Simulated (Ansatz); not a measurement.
`N[SiH](O)N[SiH3]` at its PBE0-D4/def2-TZVP geometry, where that method's forces vanish. The species carries charge 0 and has multiplicity 1.

| atom | x (Å) | y (Å) | z (Å) |
| --- | --- | --- | --- |
| N1 | 0.046 | 2.027 | 1.135 |
| Si2 | -0.714 | 0.699 | 0.383 |
| O3 | -1.194 | -0.579 | 1.306 |
| N4 | 0.416 | 0.067 | -0.748 |
| Si5 | 0.572 | -1.576 | -1.260 |
| H6 | 0.997 | 1.981 | 1.463 |
| H7 | -0.491 | 2.716 | 1.636 |
| H8 | -1.990 | 1.201 | -0.170 |
| H9 | -0.520 | -1.066 | 1.783 |
| H10 | 0.950 | 0.744 | -1.272 |
| H11 | 0.921 | -2.464 | -0.117 |
| H12 | 1.673 | -1.631 | -2.259 |
| H13 | -0.667 | -2.117 | -1.880 |

(1) For each bond, give half the difference of the two atoms' forces along it (eV/Å; positive pushes the atoms apart) under PBE-D4, r2SCAN-D4, B3LYP-D4, ωB97M-V in def2-TZVPP. (Best estimate.)

Answers

(1) Ansatz gave: 
```
   bond  length (Å)  PBE-D4  r2SCAN-D4  B3LYP-D4  ωB97M-V
 N1–Si2       1.705   -0.02      -0.01      0.05     0.05
  N1–H6       1.007    0.20       0.03     -0.01    -0.02
  N1–H7       1.007    0.18       0.01     -0.02    -0.03
 Si2–O3       1.648    0.24       0.04      0.13     0.12
 Si2–N4       1.719    0.04       0.01      0.06     0.06
 Si2–H8       1.479    0.00      -0.04     -0.17    -0.21
  O3–H9       0.959    0.34       0.02     -0.02    -0.06
 N4–Si5       1.728    0.09       0.02      0.12     0.12
 N4–H10       1.009    0.16       0.02     -0.03    -0.04
Si5–H11       1.489    0.04      -0.02     -0.08    -0.12
Si5–H12       1.487    0.06      -0.03     -0.10    -0.12
Si5–H13       1.487    0.04      -0.02     -0.08    -0.13
```

B3LYP here is the variant with VWN-RPA as its local correlation; programs differ in this.
